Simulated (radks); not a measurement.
Species: I+. Configuration: [Kr] 4d10 5s2 5p4 (the NIST ground configuration). All-electron calculation, scalar-relativistic Kohn-Sham, PBEsol, spin-unpolarised, spherical densities, finite nucleus; Fermi nuclear charge, rms radius 4.75 fm. Program: a radial shooting solver on a logarithmic mesh with Libxc functionals.

Unscreened Slater integrals over Kohn-Sham orbitals (hartree).

integral      value
F0(5p,5p)   0.38910
F2(5p,5p)   0.20867
F0(5p,5s)   0.42257
G1(5p,5s)   0.27742
F0(5p,4d)   0.48996
F2(5p,4d)   0.13172
G1(5p,4d)  0.040600
G3(5p,4d)  0.037501
F0(5p,4p)   0.49725
F2(5p,4p)   0.11244
G0(5p,4p)  0.021303
G2(5p,4p)  0.027269
F0(5s,5s)   0.46905
F0(5s,4d)   0.57526
G2(5s,4d)  0.069874
F0(5s,4p)   0.58657
G1(5s,4p)  0.040221
F0(4d,4d)   0.98081
F2(4d,4d)   0.49603
F4(4d,4d)   0.32900
F0(4d,4p)    1.0494
F2(4d,4p)   0.53302
G1(4d,4p)   0.67833
G3(4d,4p)   0.42023
F0(4p,4p)    1.1347
F2(4p,4p)   0.59549

Derived for the open shells (J is the average intra-shell exchange parameter used in DFT+U). 5p: J = F2/5 = 0.04173 hartree.
